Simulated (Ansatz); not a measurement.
A series at Sn: from `[SnH3][I]`, ligands are replaced one by one, each step taking up H–F and setting free H₂; n counts the steps. Ansatz, PBE0-D4/def2-TZVP geometries.

CBS adds triple-zeta CCSD(T) − MP2 to the MP2 limit, frozen cores; atoms without spin–orbit coupling. Elements past krypton have def2 core potentials. Outer-core shells of I, Sn are correlated without core-valence functions. Spin–orbit coupling is left out.

```
n                molecule  atomization energy, CCSD(T)/CBS (kJ/mol)
0             `[SnH3][I]`                                    1087.1
1          `[F][SnH2][I]`                                         ?
2      `[F][SnH]([F])[I]`                                    1427.2
3  `[F][Sn]([F])([F])[I]`                                    1582.1
```

**Question.** By hand: fit a straight line y = ȳ + b (n − n̄) to the 3 given rows and predict n = 1.

**Answer.** n̄ = 1.667, ȳ = 1365.47; Σ(n − n̄)(y − ȳ) = 773.37, Σ(n − n̄)² = 4.667, so b = 165.71 kJ/mol a step. Prediction: 1365.47 + (165.71) × (-0.667) = 1254.9 kJ/mol.

**Question.** By hand: compare with the computed value, 1257.2 kJ/mol, and give the steps along the whole series.

**Answer.** The line misses by 2.3 kJ/mol (computed minus predicted). Steps: 170.1, 170.0, 154.9 kJ/mol.

The steps differ by up to 15.2 kJ/mol, small against a whole step but well beyond the method's doubt, so the ligands' effects don't simply add. The miss is 0.5 % of the series' range. The energies themselves are unsure by some kJ/mol a bond, though much of that is common to the series.
